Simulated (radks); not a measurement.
Question: Eu39+, configuration [Ar] 3d6. All-electron calculation, scalar-relativistic Kohn-Sham, BLYP, spin-polarised, spherical densities, finite nucleus; open shells are filled with parallel spins first (spin-orbit coupling, left out, can overturn this in heavy ions); Fermi nuclear charge, rms radius 5.1115 fm. Program: a radial shooting solver on a logarithmic mesh with Libxc functionals. Some entries of the table are withheld. Estimate them.

orbital,occ.,eigenvalue (eV),<r> (bohr)
1s up,1,-50335.73,0.02232
1s down,1,-50335.54,0.02232
2s up,1,-9869.698,0.09471
2s down,1,-9854.324,0.09462
2p up,3,-9013.028,0.08347
2p down,3,-9001.116,0.08337
3s up,1,(1),0.2390
3s down,1,(2),0.2395
3p up,3,-3208.942,(3)
3p down,3,-3191.442,(4)
3d up,5,(5),0.2101
3d down,1,(6),0.2108

Answer: 
(1) 3s up eigenvalue (eV): -3474.481
(2) 3s down eigenvalue (eV): -3457.400
(3) 3p up <r> (bohr): 0.2350
(4) 3p down <r> (bohr): 0.2356
(5) 3d up eigenvalue (eV): -2886.499
(6) 3d down eigenvalue (eV): -2864.845
